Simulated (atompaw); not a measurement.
# Plane-wave convergence, PAW (atompaw) potential for dysprosium (Dy)

Dy, PAW, made with atompaw 4.2.0.5 (LDA (PW92), scalar-relativistic). Core [Kr] 4d10, reference 4f10 5s2 5p6 5d1 6s1 6p0. Waves: 5s (bound); 6s (bound); 5p (bound); 6p (bound, empty); 5d (bound); 5d channel at 0.45 Ry; 4f (bound); 4f channel at 1.2 Ry. Local part: troulliermartins scheme with l = 4 at 0.5 Ry, radius 2.35 bohr. Core correction: smooth core density matched at 2.50 bohr. Augmentation charge: sinc compensation charge, radius 2.75 bohr; PAW radius 3.00 bohr; waves and projectors: bloechl.

The pseudo-atom Hamiltonian at the reference potential is diagonalised in spherical Bessel functions j_l(qr) that vanish at 20 bohr, with q² up to the cutoff. All-electron valence levels (Ry): 5s -3.5453, 6s -0.2723, 5p -1.8156, 6p -0.0878, 5d -0.0742, 4f -0.1890.

How do the lowest levels (Ry) of each channel move with the cutoff, and are there ghosts?

```json
{"cutoff (Ry)": "8", "s #1": "-3.3897", "s #2": "-0.2656", "p #1": "-1.4219", "p #2": "-0.0726", "d #1": "-0.0575", "f #1": "0.0091", "Σ f·Δε (mRy)": "4677.6"}
{"cutoff (Ry)": "12", "s #1": "-3.5291", "s #2": "-0.2707", "p #1": "-1.7133", "p #2": "-0.0835", "d #1": "-0.0695", "f #1": "-0.1175", "Σ f·Δε (mRy)": "1367.6"}
{"cutoff (Ry)": "21", "s #1": "-3.5422", "s #2": "-0.2722", "p #1": "-1.8137", "p #2": "-0.0876", "d #1": "-0.0738", "f #1": "-0.1748", "Σ f·Δε (mRy)": "159.9"}
{"cutoff (Ry)": "30", "s #1": "-3.5443", "s #2": "-0.2722", "p #1": "-1.8151", "p #2": "-0.0877", "d #1": "-0.0741", "f #1": "-0.1872", "Σ f·Δε (mRy)": "23.1"}
{"cutoff (Ry)": "45", "s #1": "-3.5453", "s #2": "-0.2723", "p #1": "-1.8155", "p #2": "-0.0877", "d #1": "-0.0742", "f #1": "-0.1890", "Σ f·Δε (mRy)": "0.3"}
{"cutoff (Ry)": "55", "s #1": "-3.5453", "s #2": "-0.2723", "p #1": "-1.8155", "p #2": "-0.0877", "d #1": "-0.0742", "f #1": "-0.1890", "Σ f·Δε (mRy)": "0.0"}
{"cutoff (Ry)": "400", "s #1": "-3.5453", "s #2": "-0.2723", "p #1": "-1.8155", "p #2": "-0.0877", "d #1": "-0.0742", "f #1": "-0.1890", "Σ f·Δε (mRy)": "0.0"}
```

Result: no extra level below or beside the all-electron valence levels (s, p, d, f tested); 10 mRy is reached at 35 Ry and 1 mRy at 45 Ry.
